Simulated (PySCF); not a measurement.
# Ionisation energy of Xe⁺ by level of theory

Xe⁺ [Kr] 4d10 5s2 5p5 (2P) → Xe²⁺ [Kr] 4d10 5s2 5p4 (3P), as a difference of total energies. Calculation: PySCF 2.14, in aug-cc-pVTZ-DK3; scalar relativity by spin-free X2C-1e. Correlated levels: valence: [Kr] 4d10 frozen. The calculations carry no spin-orbit coupling.

```csv
method,ionisation energy (eV)
UHF,20.069
MP2 (valence),20.802
SCS-MP2 (valence),20.803
CCSD (valence),20.824
CCSD(T) (valence),20.855
```

**Question.** How much does correlation contribute at CCSD(T) (valence)?

**Answer.** 20.855 − (20.069) = 0.786 eV, measured against UHF.

A first-order spin-orbit estimate (lowest level to lowest level, LS coupling) adds -0.043 eV.

Errors of the correlated levels include the incompleteness of this basis and the frozen core.

For comparison: 20.975 eV (semi-empirical (NIST evaluation); NIST Atomic Spectra Database, ionization energies).
